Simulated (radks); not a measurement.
Species: Au70+. Configuration: [He] 2s2 2p5. Calculated with a radial shooting solver on a logarithmic mesh with Libxc functionals: scalar-relativistic Kohn-Sham, BLYP, spin-polarised, spherical densities, finite nucleus; open shells are filled with parallel spins first (spin-orbit coupling, left out, can overturn this in heavy ions); Fermi nuclear charge, rms radius 5.4371 fm. Some entries of the table are withheld. Estimate them.

orbital,occ.,eigenvalue (eV),<r^2> (bohr^2),r(max) (bohr)
1s up,1,(1),0.0003922,0.01042
1s down,1,(2),0.0003921,0.01041
2s up,1,-20664.17,0.005750,0.05952
2s down,1,-20638.24,0.005756,0.05953
2p up,3,-18811.88,0.004773,0.04903
2p down,2,-18781.77,0.004780,0.04906

Answer. 
(1) 1s up eigenvalue (eV): -87694.25
(2) 1s down eigenvalue (eV): -87677.82
